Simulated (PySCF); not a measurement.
C4H6FO2Si (doublet state).
SMILES with atom numbers: `[CH2:1]=[C:2]([F:3])[C:4](=[O:5])[CH:6][SiH2:7][OH:8]` (hydrogens: H9, H10 on C1; H11 on C6; H12, H13 on Si7; H14 on O8)

Geometry (GFN2-xTB, Å), atoms numbered from 1 in this order:
```xyz
14
C4H6FO2Si angstrom
C     -2.7926    0.8008   -0.1260
C     -1.7887    0.1035    0.3901
F     -2.0231   -0.7770    1.3900
C     -0.3738    0.2010   -0.0583
O     -0.0777    1.0361   -0.9301
C      0.5747   -0.6792    0.5244
Si     2.3776   -0.6527   -0.0013
O      2.6070    0.4758   -1.1259
H     -3.8022    0.6884    0.2267
H     -2.5924    1.4970   -0.9194
H      0.2158   -1.3678    1.2725
H      2.6812   -1.9739   -0.5576
H      3.1679   -0.3328    1.1901
H      1.8256    0.9803   -1.3920
```

The hyperfine couplings belong to this conformer and change with its torsions.

The calculation used UKS B3LYP, pcH-1 on C F H O Si, non-relativistic, mean-field spin-orbit, GIAO in PySCF 2.14.0. Geometry: GFN2-xTB, one conformer, isolated molecule. A GFN2-xTB geometry isn't a minimum of the functional, and hyperfine couplings can be far from their values at a DFT geometry. The SCF solution wasn't tested for stability.

The Mulliken spin populations are largest on C6 (+0.80), O5 (+0.31) and C4 (-0.10). The angles at C6 add up to 360.0°, so it is planar; its axial dipolar tensor and the negative coupling of its proton fit spin in a p orbital normal to that plane.

Problem. Find Q in a(H) = Q·ρ(C) for the protons on the planar carbons that carry spin.

Solution. 
| H | C | ρ(C) | a(H) (G) | a/ρ (G) |
| --- | --- | --- | --- | --- |
| H11 | C6 | +0.803 | -16.62 | -20.7 |

One proton gives one ratio, Q = -20.7 G, and no test of linearity.

Couplings in gauss use g_iso = 2.0047.
